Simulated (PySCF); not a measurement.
Polarisability and C₆ of Fe(3+) (iron, charge +3)

[Ar] 3d5, high-spin 6S determinant. All numbers are calculated (PySCF 2.14, scalar relativity by spin-free X2C-1e, in x2c-TZVPPall with one added diffuse shell each of s, p, d, f type (7s6p5d3f1g, 80 functions)). Coupled (time-dependent) response in atomic units; α is the mean over directions.

| method | mean α (bohr³) | C₆ (like pair) | S(−4) |
| --- | --- | --- | --- |
| TPSSh | 1.880 | 4.565 | 1.249 |
| wB97X-V | 1.856 | 4.486 | 1.206 |

S(−4) is the Cauchy moment in α(ω) = α(0) + S(−4) ω² + …

α(iu) at TPSSh:

| u (hartree) | α(iu) (bohr³) |
| --- | --- |
| 0 | 1.880 |
| 0.0500 | 1.877 |
| 0.100 | 1.868 |
| 0.200 | 1.833 |
| 0.300 | 1.779 |
| 0.500 | 1.642 |
| 0.750 | 1.459 |
| 1.00 | 1.292 |
| 1.50 | 1.023 |
| 2.00 | 0.8242 |
| 3.00 | 0.5578 |
| 5.00 | 0.2936 |

For an ion, C₆ is the dispersion term alone; charge-induced terms of lower order in 1/R come first.
